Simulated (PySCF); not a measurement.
Compound: CH7BGeO2.
Geometry (PBE0-D3(BJ)/def2-SVP, Å), atoms numbered from 1 in this order:
```
atom  x, y, z in Å
C1    -1.8630    0.5716   -0.3393
Ge2   -0.5156   -0.4549    0.6392
B3     1.3831   -0.1524   -0.1556
O4     1.4538    0.2825   -1.4371
O5     2.5497   -0.3610    0.5181
H6    -2.8752    0.3639    0.0348
H7    -1.6614    1.6478   -0.2398
H8    -1.8146    0.3109   -1.4063
H9    -0.5469   -0.0631    2.1394
H10   -0.8898   -1.9565    0.5963
H11    2.3707    0.3926   -1.7233
H12    2.4218   -0.6515    1.4253
```

Level of theory: PBE0-D3(BJ)/def2-SVP geometry optimisation, gas phase in PySCF.

Take the most abundant isotopes and a rigid rotor. The values belong to one conformer with, in the numbering `[CH3:1][GeH2:2][B:3]([OH:4])[OH:5]`, C1–Ge2–B3–O4 -22°, Ge2–B3–O4–H 180°, Ge2–B3–O5–H -1°.

Question: Give the principal moments of inertia and the rotational constants in cm⁻¹.

Answer: Ia = 92.82, Ib = 259.80, Ic = 337.06 u·Å²; 505379 MHz·u·Å²/I gives 5445, 1945 and 1499 MHz, that is A = 0.18162, B = 0.06489, C = 0.05001 cm⁻¹.

Question: Classify the top.

Answer: An asymmetric top; Ray's κ = -0.774.

Question: Is it planar, by Δ = Ic − Ia − Ib?

Answer: Not planar: Δ = Ic − Ia − Ib = -15.56 u·Å². For a rigid frame Δ = −2 Σ m c², so Σ m c² = 7.78 u·Å² lies off the ab plane: 5.13 from hydrogen and 2.65 from heavier atoms. The atom farthest from that plane is 1.46 Å away.

Question: Where do the levels up to J = 3 lie, in MHz?

Answer: Above 0(0,0):
J = 1: 1(0,1) 3445, 1(1,1) 6944, 1(1,0) 7390
J = 2: 2(0,2) 10294, 2(1,2) 13388, 2(1,1) 14725, 2(2,1) 25224, 2(2,0) 25264
J = 3: 3(0,3) 20470, 3(1,3) 23029, 3(1,2) 25702, 3(2,2) 35558, 3(2,1) 35755, 3(3,1) 54194, 3(3,0) 54196
Those of J = 1 are B + C, A + C and A + B.

Question: Predict some low-J microwave lines.

Answer: The dipole components are |μa| = 1.11 D, |μb| = 0.47 D, |μc| = 0.39 D. Intensities carry the squares of the components, which stand as 1.00 : 0.18 : 0.13 (a : b : c). Some of the stronger lines:

```tsv
type	branch	J(Ka,Kc)	MHz	lower level (cm⁻¹)
c	Q	3(1,3) ← 3(0,3)	2558	0.683
c	Q	1(1,1) ← 1(0,1)	3499	0.115
b	Q	2(1,1) ← 2(0,2)	4431	0.343
b	Q	3(1,2) ← 3(0,3)	5232	0.683
a	R	2(1,2) ← 1(1,1)	6443	0.232
a	R	2(0,2) ← 1(0,1)	6849	0.115
c	Q	3(2,2) ← 3(1,2)	9856	0.857
b	R	2(1,2) ← 1(0,1)	9943	0.115
a	R	3(2,2) ← 2(2,1)	10334	0.841
a	R	3(2,1) ← 2(2,0)	10492	0.843
c	R	2(1,1) ← 1(0,1)	11281	0.115
b	R	3(1,3) ← 2(0,2)	12735	0.343
b	R	2(2,1) ← 1(1,0)	17834	0.247
c	R	2(2,0) ← 1(1,0)	17874	0.247
c	R	2(2,1) ← 1(1,1)	18280	0.232
c	R	3(2,1) ← 2(1,1)	21030	0.491
c	R	3(2,2) ← 2(1,2)	22170	0.447
b	R	3(2,1) ← 2(1,2)	22368	0.447
b	R	3(3,1) ← 2(2,0)	28930	0.843
c	R	3(3,0) ← 2(2,0)	28932	0.843
b	R	3(3,0) ← 2(2,1)	28972	0.841
```

Question: Estimate the classical rotational partition function at 50 K, 200 K and 298.15 K.

Answer: Point group C1, symmetry number σ = 1; q = (√π/σ)·√((kT/h)³/(ABC)), k/h = 20836.6 MHz/K: 15000 at 50 K, 120000 at 200 K, 218000 at 298.15 K.

PBE0-D3(BJ)/def2-SVP frequencies: not computed here. Constants of a rigid frame at the computed geometry: no zero-point averaging, no centrifugal distortion. A rigid rotor knows nothing of internal rotation, which can split or shift real lines. Quadrupole hyperfine structure (11B) is left out.

Hardware: Intel Xeon Platinum 8488C, one thread, shared host with 96 logical CPUs at a one-minute load of 44. Cost: 68 s of wall time, 0.52 GiB resident at most. That covers the optimisation of the geometry.
